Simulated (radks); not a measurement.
Values are calculated unless marked as measured or tabulated.
Au17+, configuration [Kr] 4d10 4f14 5s2.

Code: a radial shooting solver on a logarithmic mesh with Libxc functionals. Model: scalar-relativistic Kohn-Sham, PBE, spin-unpolarised, spherical densities, point nucleus.

Energy parts (eV):
total: -514569.26
kinetic: 576203.32
electron-nucleus: -1257072.10
Hartree: 175791.46
exchange-correlation: -9491.93

Orbitals (lengths in bohr, moments of r in powers of bohr; <r^-3> diverges for s and p1/2):
| orbital | occ. | eigenvalue (eV) | <1/r> | <r^-3> | <r^2> |
|---|---|---|---|---|---|
| 1s | 2 | -81173.30 | 95.83 | - | 0.0003929 |
| 2s | 2 | -14632.92 | 22.47 | - | 0.005990 |
| 2p | 6 | -12700.12 | 19.98 | 25500 | 0.005044 |
| 3s | 2 | -3735.018 | 8.332 | - | 0.03860 |
| 3p | 6 | -3174.349 | 7.599 | 5841 | 0.03968 |
| 3d | 10 | -2576.882 | 7.152 | 726.0 | 0.03284 |
| 4s | 2 | -1094.743 | 3.579 | - | 0.1857 |
| 4p | 6 | -910.2413 | 3.236 | 1417 | 0.2112 |
| 4d | 10 | -688.8089 | 2.913 | 155.3 | 0.2366 |
| 5s | 2 | -442.2025 | 1.629 | - | 0.7897 |
| 4f | 14 | -441.6282 | 2.540 | 31.26 | 0.2672 |

The highest occupied level is 4f at -441.63 eV. The density falls to 0.001 e/bohr^3 at r = 1.74 bohr.
